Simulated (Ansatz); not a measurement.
`CC[SiH3]` + `CBO` → `CBOCC` + SiH₄  (substitution at a C–Si bond)

Calculated with Ansatz (gas phase, PBE0-D4/def2-TZVP geometries, no zero-point term in ΔE). CBS: MP2 limit from def2 TZ/QZ plus the TZ coupled-cluster correction, frozen cores. This one scheme is used for every species. DFT in def2-TZVPP. B3LYP here is the variant with VWN-RPA as its local correlation; programs differ in this. Each species was taken in one conformer, which may not be the lowest.

```csv
level,ΔE (kJ/mol)
B97M-V,63.6
B3LYP-D4,59.8
r2SCAN0-D4,66.8
PBE,64.1
r2SCAN0,67.0
RPA@PBE/def2-TZVPP,56.0
SCS-MP2/def2-TZVPP,63.7
SCS-MP2/def2-QZVPP,65.9
```

Q: What does CCSD(T)/CBS give? (Estimate.)

A: Ansatz gave: +66.4 kJ/mol. The listed levels differ from it by -2.8, -6.6, 0.4, -2.3, 0.6, -10.4, -2.7, -0.5 kJ/mol.

Largest T1 diagnostic among the species: 0.012.

In def2-TZVPP, CCSD(T) changes the Hartree–Fock value by +9.4 kJ/mol (the triples alone add +0.1 kJ/mol) and MP2 by +16.6 kJ/mol. Leaving LDA and LC-ωPBE aside and taking each functional with its dispersion term where it has one, the values, not all of them listed here, spread over 10.8 kJ/mol, from CAM-B3LYP-D4 to PBE-QIDH. LDA lies −3.9 kJ/mol from PBE without D4.
